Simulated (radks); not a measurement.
Sb, 51 electrons, occupied as [Kr] 4d9 5s2 5p3 6s1 (not the ground configuration). Method: scalar-relativistic Kohn-Sham, PBE, spin-polarised, spherical densities, finite nucleus; open shells are filled with parallel spins first (spin-orbit coupling, left out, can overturn this in heavy ions); Fermi nuclear charge, rms radius 4.6802 fm; computed with a radial shooting solver on a logarithmic mesh with Libxc functionals.

Local quantities along the radius. ELF = 1/(1 + alpha^2) is the electron localisation function; alpha = (tau - tau_W)/tau_unif compares the Pauli kinetic energy density with that of the uniform gas (summed over spins); r v_xc is r times the local exchange-correlation potential of spin up (hartree bohr); s = |grad rho|/(2 (3 pi^2)^(1/3) rho^(4/3)) is the reduced gradient. tau is taken from the large components.

| r (bohr) | ELF | alpha | r v_xc | s |
|---|---|---|---|---|
| 0.001159 | 0.999 | 0.02319 | -0.1042 | 0.7222 |
| 0.001349 | 0.999 | 0.02325 | -0.1107 | 0.6761 |
| 0.001583 | 0.999 | 0.02350 | -0.1192 | 0.6352 |
| 0.001858 | 0.999 | 0.02397 | -0.1295 | 0.6014 |
| 0.00218 | 0.999 | 0.02470 | -0.1416 | 0.5738 |
| 0.002538 | 0.999 | 0.02567 | -0.1551 | 0.5528 |
| 0.002979 | 0.999 | 0.02706 | -0.1714 | 0.5357 |
| 0.003496 | 0.999 | 0.02893 | -0.1901 | 0.5233 |
| 0.00407 | 0.999 | 0.03128 | -0.2100 | 0.5156 |
| 0.004776 | 0.999 | 0.03454 | -0.2333 | 0.5117 |
| 0.005604 | 0.998 | 0.03891 | -0.2591 | 0.5121 |
| 0.006577 | 0.998 | 0.04485 | -0.2871 | 0.5168 |
| 0.007656 | 0.997 | 0.05257 | -0.3156 | 0.5255 |
| 0.008985 | 0.996 | 0.06394 | -0.3471 | 0.5394 |
| 0.01054 | 0.994 | 0.08043 | -0.3794 | 0.5585 |
| 0.01227 | 0.989 | 0.1036 | -0.4100 | 0.5819 |
| 0.0144 | 0.981 | 0.1407 | -0.4410 | 0.6121 |
| 0.0169 | 0.962 | 0.1997 | -0.4692 | 0.6473 |
| 0.01984 | 0.919 | 0.2959 | -0.4932 | 0.6848 |
| 0.02309 | 0.835 | 0.4437 | -0.5113 | 0.7160 |
| 0.0271 | 0.680 | 0.6865 | -0.5254 | 0.7300 |
| 0.0318 | 0.489 | 1.022 | -0.5354 | 0.7016 |
| 0.03702 | 0.358 | 1.339 | -0.5440 | 0.6159 |
| 0.04345 | 0.317 | 1.468 | -0.5636 | 0.4766 |
| 0.05099 | 0.377 | 1.284 | -0.6153 | 0.3475 |
| 0.05983 | 0.518 | 0.9640 | -0.6972 | 0.2858 |
| 0.06965 | 0.659 | 0.7201 | -0.7784 | 0.2944 |
| 0.08174 | 0.744 | 0.5873 | -0.8474 | 0.3502 |
| 0.09592 | 0.747 | 0.5823 | -0.8889 | 0.4289 |
| 0.1117 | 0.660 | 0.7171 | -0.8991 | 0.5007 |
| 0.131 | 0.477 | 1.048 | -0.8852 | 0.5262 |
| 0.1538 | 0.330 | 1.424 | -0.8707 | 0.4386 |
| 0.1805 | 0.346 | 1.375 | -0.9209 | 0.2822 |
| 0.2101 | 0.505 | 0.9893 | -1.042 | 0.2139 |
| 0.2465 | 0.687 | 0.6746 | -1.158 | 0.2618 |
| 0.2893 | 0.765 | 0.5537 | -1.213 | 0.3821 |
| 0.3368 | 0.732 | 0.6045 | -1.184 | 0.5355 |
| 0.3953 | 0.522 | 0.9563 | -1.079 | 0.6967 |
| 0.4638 | 0.236 | 1.801 | -0.9460 | 0.6735 |
| 0.5443 | 0.219 | 1.887 | -0.9343 | 0.3471 |
| 0.6337 | 0.485 | 1.031 | -1.117 | 0.2004 |
| 0.7436 | 0.726 | 0.6149 | -1.239 | 0.2888 |
| 0.8727 | 0.757 | 0.5667 | -1.268 | 0.4488 |
| 1.016 | 0.670 | 0.7021 | -1.208 | 0.6156 |
| 1.192 | 0.479 | 1.043 | -1.095 | 0.7727 |
| 1.399 | 0.309 | 1.494 | -0.9897 | 0.8279 |
| 1.642 | 0.304 | 1.513 | -0.9593 | 0.7455 |
| 1.911 | 0.472 | 1.058 | -1.005 | 0.6888 |
| 2.243 | 0.679 | 0.6878 | -1.028 | 0.7739 |
| 2.632 | 0.730 | 0.6089 | -0.9841 | 0.9902 |
| 3.064 | 0.608 | 0.8032 | -0.8808 | 1.276 |
| 3.596 | 0.334 | 1.413 | -0.7573 | 1.550 |
| 4.22 | 0.171 | 2.200 | -0.6649 | 1.548 |
| 4.952 | 0.219 | 1.889 | -0.6182 | 1.252 |
| 5.765 | 0.540 | 0.9236 | -0.6713 | 1.179 |
| 6.765 | 0.895 | 0.3421 | -0.6461 | 1.535 |
| 7.939 | 0.984 | 0.1264 | -0.5398 | 2.205 |
| 9.242 | 0.998 | 0.04996 | -0.4744 | 3.183 |
| 10.85 | 1.000 | 0.01846 | -0.4413 | 4.963 |
| 12.73 | 1.000 | 0.006649 | -0.3797 | 8.509 |
| 14.94 | 1.000 | 0.002369 | -0.2678 | 16.21 |
| 17.39 | 1.000 | 0.0008643 | -0.1610 | 33.02 |

On this mesh the ELF has minima near r = 0.043, 0.15, 0.54, 1.6, 4.2 bohr, which separate the shells, and maxima near 0.096 (0.75), 0.29 (0.77), 0.87 (0.76), 2.6 (0.73).
